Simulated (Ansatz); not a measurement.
`CC(=O)O[SiH2]Cl` + `C=C[SiH](F)N[SiH2]F` → `C=C[SiH](F)N[SiH2]Cl` + `CC(=O)O[SiH2]F`  (redistribution)

Gas-phase electronic energies from Ansatz, PBE0-D4/def2-TZVP geometries. CCSD(T)/CBS adds triple-zeta CCSD(T) − MP2 to the extrapolated MP2 energy (def2 sets, frozen cores). DFT in def2-TZVPP. B3LYP here is the variant with VWN-RPA as its local correlation; programs differ in this. One conformer a species, not always the lowest.

| level | ΔE (kcal/mol) | difference from CCSD(T)/CBS |
| --- | --- | --- |
| PBE0-D4 | -0.6 | -0.2 |
| ωB97X-V | -0.3 | 0.1 |
| ωB97M-V | -0.4 | 0.0 |
| PBE | -0.1 | 0.3 |
| B3LYP | 0.0 | 0.4 |
| MP2/def2-TZVPP | -0.6 | -0.2 |
| SCS-MP2/def2-TZVPP | -0.5 | -0.1 |
| CCSD/def2-TZVPP | -0.4 | 0.0 |
| MP2/def2-QZVPP | -0.6 | -0.2 |
| HF/CBS(def2) | -0.3 | 0.1 |
| CCSD(T)/CBS | -0.4 | 0 |

Largest T1 diagnostic among the species: 0.014.
